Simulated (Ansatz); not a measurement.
Reaction (formal exchange of groups at the Si–O bond): `C[SiH2]OC(F)(F)F` + `CC[SiH2][SeH]` → `C[SiH2][SiH2][SeH]` + `CCOC(F)(F)F`

Gas-phase electronic energies from Ansatz, PBE0-D4/def2-TZVP geometries. CCSD(T)/CBS adds triple-zeta CCSD(T) − MP2 to the extrapolated MP2 energy (def2 sets, frozen cores). Functionals use def2-TZVPP. B3LYP here is the variant with VWN-RPA as its local correlation; programs differ in this. For Se outer-core shells are correlated without core-valence functions, which leaves a few kJ/mol of doubt a bond. Scalar relativity is left out up to krypton. One conformer a species, not always the lowest.

```tsv
level	ΔE (eV)
PBE-D4	1.39
B3LYP-D4	1.58
PBE	1.38
r2SCAN	1.56
B3LYP	1.56
SCS-MP2/def2-TZVPP	1.71
CCSD/def2-TZVPP	1.63
SCS-MP2/def2-QZVPP	1.73
```

Q: What does CCSD(T)/CBS give? (An estimate is asked.)

A: The calculation gave: +1.63 eV. The listed levels differ from it by -0.24, -0.05, -0.25, -0.07, -0.07, 0.08, 0.00, 0.10 eV.

Largest T1 diagnostic among the species: 0.011.

From PBE to PBE0 (25 % exact exchange), in def2-TZVPP and without D4, ΔE moves by +0.08 eV.
